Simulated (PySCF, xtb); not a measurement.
O₂P₂, SMILES o1p2op12.

Harmonic wavenumbers (cm⁻¹) from GFN2-xTB run with xtb 6.7.1 at its own minimum, in rising order: 417, 553, 583, 669, 675, 871.

### Question
What does PBE-D3(BJ)/def2-SVP run with PySCF give at its own minimum? (Estimate from the structure and the level; the computed values follow.)

### Answer
424, 591, 600, 696, 706, 840. Paired by order, the mean absolute difference is 25 cm⁻¹ and the zero-point energies are 5.4 and 5.5 kcal/mol.
